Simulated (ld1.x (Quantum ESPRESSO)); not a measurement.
## chromium TM semilocal: all-electron and pseudo phase curves

* Element: chromium
* Generator: ld1.x (Quantum ESPRESSO) 7.5
* Type: norm-conserving Troullier–Martins (semilocal form)
* Functional: PBEsol
* Relativity: scalar-relativistic
* Frozen core: [Ar]
* Valence charge: 6
* Reference configuration: 3d5 4s0 4p1
* Partial waves: 4s (bound, empty): rc 2.95 bohr; 4p (bound): rc 3.05 bohr; 3d (bound): rc 1.90 bohr
* Local potential: the d channel
* Core correction: a·sin(br)/r model core inside 1.16 bohr

The phase is arctan(r·u′/u) with u = r·R(r), unwrapped; energies in Ry, scanned from -2 to 5 Ry. A pole is an energy at which the radial function vanishes at the test radius. The pseudo phase is shifted by a multiple of π to meet the all-electron one at the reference energy, and phase errors are pseudo minus all-electron; the curves can meet again beyond the range given. Levels narrower than the energy grid can be missing from the lists of poles.

| channel | radius (bohr) | reference energy (Ry) | poles, all-electron | poles, pseudo | unbroken range about the reference energy with phases within 0.05 rad | phase error 1 Ry above the reference energy (rad) |
| --- | --- | --- | --- | --- | --- | --- |
| s | 3.29 | -0.36 | 0.55 | 0.52, 3.85 | below 1.4 | -0.011 |
| p | 3.29 | -0.13 | 1.26 | 1.20 | below 2.1 | -0.010 |
| d | 3.29 | -0.31 | -0.23, 2.56 | -0.23, 2.84 | below 0.6 | +0.069 |

Phases in the p channel:

```tsv
E (Ry)	all-electron	pseudo
-2.00	1.335	1.333
-1.76	1.315	1.314
-1.52	1.291	1.289
-1.28	1.258	1.257
-1.04	1.213	1.211
-0.80	1.143	1.142
-0.56	1.025	1.024
-0.32	0.784	0.783
-0.08	0.190	0.190
0.16	-0.711	-0.715
0.40	-1.171	-1.177
0.64	-1.367	-1.375
0.88	-1.472	-1.482
1.12	-1.540	-1.552
1.36	-1.591	-1.607
1.60	-1.634	-1.657
1.84	-1.675	-1.708
2.08	-1.718	-1.769
2.32	-1.770	-1.857
2.56	-1.838	-2.013
2.80	-1.944	-2.387
3.04	-2.139	-3.366
3.28	-2.593	-4.118
3.52	-3.485	-4.381
3.76	-4.085	-4.501
4.00	-4.332	-4.569
4.24	-4.454	-4.616
4.48	-4.526	-4.650
4.72	-4.574	-4.677
4.96	-4.609	-4.701
```
